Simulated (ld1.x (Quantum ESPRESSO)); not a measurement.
Varying the ultrasoft potential for boron

Base potential:

| Property | Result |
| --- | --- |
| Element | boron (B) |
| Generator | ld1.x (Quantum ESPRESSO) 7.5 |
| Type | ultrasoft |
| Functional | LDA (PZ) |
| Relativity | scalar-relativistic |
| Frozen core | [He] |
| Valence charge | 3 |
| Reference configuration | 2s2 2p1 |
| Partial waves | 2s (bound): rcut 1.30, rcutus 1.75 bohr; 2s channel at -0.35 Ry: rcut 1.30, rcutus 1.75 bohr; 2p (bound): rcut 2.60, rcutus 3.50 bohr; 2p channel at 2.8 Ry: rcut 2.60, rcutus 3.50 bohr |
| Local potential | all-electron potential smoothed inside 3.50 bohr (lloc = -2) |
| Core correction | Bessel-smoothed model core, default radius (core density twice the valence density) |
| Augmentation charge | built from norm-conserving waves at rcut, not smoothed further |

All-electron outer shells of the reference configuration (LDA (PZ), scalar-relativistic, ld1.x):

```
shell  level (eV)  outermost node (bohr)  outermost maximum (bohr)
   1s     -178.66                      –                      0.21
   2s       -9.39                   0.46                      1.52
   2p       -3.72                      –                      1.55
```

Cutoffs, loose and tight: the cutoffs (Ry, on a coarse ladder) from which the occupation-weighted sum of valence levels, in a spherical-Bessel basis at the reference potential, stays within 10 and 1 mRy of its value at 400 Ry. They do not see the model core or the augmentation charge, which bear on the density cutoff. Test errors are all-electron minus pseudo excitation energies from the reference, over the configurations 2s2 2p0; 2s1 2p0; 2s2 2p0.5; 2s2 2p1.3; 2s1 2p1; 2s0 2p3; 2s1 2p2 (two spin-polarised tests are not counted in the largest error). A dash means not determined; rows that change the core or the reference have their own tests.

Cutoffs are not given where the Bessel-basis levels miss the radial ones by over 6 mRy, ghosts where they miss by over 20 mRy; a channel whose overlap is not positive is not tested.

The default core radius of the base comes out at 0.69 bohr.

| change | outcome | cutoff, loose | cutoff, tight | bound ghosts | largest test error (meV) |
| --- | --- | --- | --- | --- | --- |
| base | generated | – | – | not determined | -228 |
| functional PBE | generated | – | – | not determined | -243 |
| type TM; waves now 2p (bound): rc 3.50 bohr; 2s (bound): rc 1.75 bohr; local potential the s channel | generated | 15 Ry | 40 Ry | none | +415 |
| core correction Bessel-smoothed model core inside 2.04 bohr | generated | – | – | not determined | +224 |
| non-relativistic | generated | – | – | not determined | -227 |
| waves 2p (bound): rcut 2.18, rcutus 2.32 bohr; 2p channel at 2.8 Ry: rcut 2.18, rcutus 2.32 bohr | generated | – | – | not determined | -186 |
| reference 2s1 2p2 | generated | – | – | not determined | +294 |
| augmentation PSQ, radius 1.35 bohr | generated | 6 Ry | 10 Ry | none | -37 |
| wave 2s channel at -0.35 Ry: rcut 1.30, rcutus 1.75 bohr becomes 2s channel at 0.97 Ry: rcut 1.30, rcutus 1.75 bohr | generated | – | – | not determined | -229 |
| local potential all-electron potential smoothed inside 1.50 bohr (lloc = -2) | generated | – | – | not determined | -187 |
| local potential all-electron potential smoothed inside 2.05 bohr (lloc = -1) | generated | – | – | not determined | -189 |
| waves 2s (bound): rcut 1.30, rcutus 2.08 bohr; 2s channel at -0.35 Ry: rcut 1.30, rcutus 2.08 bohr | generated | – | – | not determined | -228 |

What comes out with this change to the base: all radii but the core radius scaled by about 1.13 (s 1.98, p 3.96 bohr, rcut 1.48/2.94); local potential all-electron potential smoothed inside 3.96 bohr (lloc = -2)?

outcome: generated; bound ghosts: not determined; largest test error (meV): -321.
